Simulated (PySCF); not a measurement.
Zr(2+): ionisation energy

Zr(2+) [Kr] 4d2 (3F) → Zr(3+) [Kr] 4d1 (2D), as a difference of total energies. Calculation: PySCF 2.14, in cc-pVDZ-PP with ECP28MDF (4s4p3d1f, 38 functions); scalar relativity through the core potential. Correlated levels: valence: 4s2 4p6 frozen. The calculations carry no spin-orbit coupling.

```
           method  ionisation energy (eV)
              UHF                  22.369
              LDA                  23.341
           M06-2X                  23.042
    MP2 (valence)                  22.428
SCS-MP2 (valence)                  22.389
```

Q: How much does correlation contribute at MP2 (valence)?

A: 22.428 − (22.369) = 0.059 eV, measured against UHF.

The reference lies between the lowest fine-structure levels, while these numbers refer to the centres of the terms.

Errors of the correlated levels include the incompleteness of this basis and the frozen core.

For comparison: 23.170 eV (semi-empirical (NIST evaluation); NIST Atomic Spectra Database, ionization energies).
